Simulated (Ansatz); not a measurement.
Geometry optimisation, RKS PBE-D4/def2-SVP (Ansatz 0.2.0).

Input:

```yaml
crystal:
  periodic: [false, false, false]
  atoms:
    - { symbol: Ge, position_ang: [-0.137319, 0.080551, -0.044815] }
    - { symbol: F, position_ang: [-0.089194, 0.229414, 1.663928] }
    - { symbol: F, position_ang: [1.516637, 0.21914, -0.575594] }
    - { symbol: F, position_ang: [-0.886032, 1.566101, -0.576077] }
    - { symbol: Ge, position_ang: [-1.240725, -1.925296, -0.857406] }
    - { symbol: H, position_ang: [-1.936443, -2.593338, 0.355345] }
    - { symbol: H, position_ang: [-2.272783, -1.52252, -1.938261] }
    - { symbol: H, position_ang: [-0.1194, -2.816699, -1.446132] }
    - { symbol: H, position_ang: [1.113122, -2.090083, 1.105548] }
    - { symbol: H, position_ang: [0.796138, -1.70297, 1.622665] }
basis:
  gaussian: { orbitals: def2-SVP }
hamiltonian:
  xc: pbe
  dispersion: d4
relax:
  f_tol: 0.03
  max_steps: 50
```

Run as:

```bash
$ ansatz run input.yaml --threads 4 --pin off --max-ram 5120MiB --backend cpu --events-out ev --progress --plain --runs-dir out
```

**Question.** Where does it end, and by what steps?

**Answer.** The run converged. The force dipped under the threshold on the way, but the program's further checks kept it going. After 22 steps the energy has fallen by 0.187 eV; F3 moved furthest, 1.31 Å.

```json
{"step": "0", "energy less start (eV)": "0.0000", "largest force component (eV/Å)": "1.391", "accepted": "yes"}
{"step": "1", "energy less start (eV)": "-0.1212", "largest force component (eV/Å)": "0.506", "accepted": "yes"}
{"step": "2", "energy less start (eV)": "-0.1444", "largest force component (eV/Å)": "0.125", "accepted": "yes"}
{"step": "3", "energy less start (eV)": "-0.1499", "largest force component (eV/Å)": "0.049", "accepted": "yes"}
{"step": "4", "energy less start (eV)": "-0.1514", "largest force component (eV/Å)": "0.047", "accepted": "yes"}
{"step": "5", "energy less start (eV)": "-0.1501", "largest force component (eV/Å)": "0.456", "accepted": "no"}
{"step": "6", "energy less start (eV)": "-0.1551", "largest force component (eV/Å)": "0.026", "accepted": "yes"}
{"step": "7", "energy less start (eV)": "-0.1553", "largest force component (eV/Å)": "0.376", "accepted": "yes"}
{"step": "8", "energy less start (eV)": "-0.1600", "largest force component (eV/Å)": "0.108", "accepted": "yes"}
{"step": "9", "energy less start (eV)": "-0.1628", "largest force component (eV/Å)": "0.191", "accepted": "yes"}
{"step": "10", "energy less start (eV)": "-0.1601", "largest force component (eV/Å)": "0.399", "accepted": "no"}
{"step": "11", "energy less start (eV)": "-0.1698", "largest force component (eV/Å)": "0.049", "accepted": "yes"}
{"step": "12", "energy less start (eV)": "-0.1733", "largest force component (eV/Å)": "0.228", "accepted": "yes"}
{"step": "13", "energy less start (eV)": "-0.1763", "largest force component (eV/Å)": "0.229", "accepted": "yes"}
{"step": "14", "energy less start (eV)": "-0.1785", "largest force component (eV/Å)": "0.176", "accepted": "yes"}
{"step": "15", "energy less start (eV)": "-0.1813", "largest force component (eV/Å)": "0.165", "accepted": "yes"}
{"step": "16", "energy less start (eV)": "-0.1835", "largest force component (eV/Å)": "0.196", "accepted": "yes"}
{"step": "17", "energy less start (eV)": "-0.1851", "largest force component (eV/Å)": "0.117", "accepted": "yes"}
{"step": "18", "energy less start (eV)": "-0.1863", "largest force component (eV/Å)": "0.059", "accepted": "yes"}
{"step": "19", "energy less start (eV)": "-0.1867", "largest force component (eV/Å)": "0.034", "accepted": "yes"}
{"step": "20", "energy less start (eV)": "-0.1871", "largest force component (eV/Å)": "0.066", "accepted": "yes"}
{"step": "21", "energy less start (eV)": "-0.1872", "largest force component (eV/Å)": "0.032", "accepted": "yes"}
{"step": "22", "energy less start (eV)": "-0.1873", "largest force component (eV/Å)": "0.003", "accepted": "yes"}
```

```xyz
10
Properties=species:S:1:pos:R:3
Ge -0.151 0.281 -0.265
F 0.808 0.200 1.199
F 0.917 0.975 -1.458
F -1.345 1.514 0.055
Ge -1.107 -1.854 -0.931
H -2.008 -2.332 0.226
H -1.921 -1.598 -2.217
H 0.065 -2.825 -1.184
H 0.692 -2.838 1.983
H 0.794 -2.079 1.901
```

Whether the end is a true minimum wasn't checked by a vibrational analysis.

Run time: 35 s on 4 threads of Arm Neoverse V1, with other jobs on the host, peak memory 0.2 GiB.
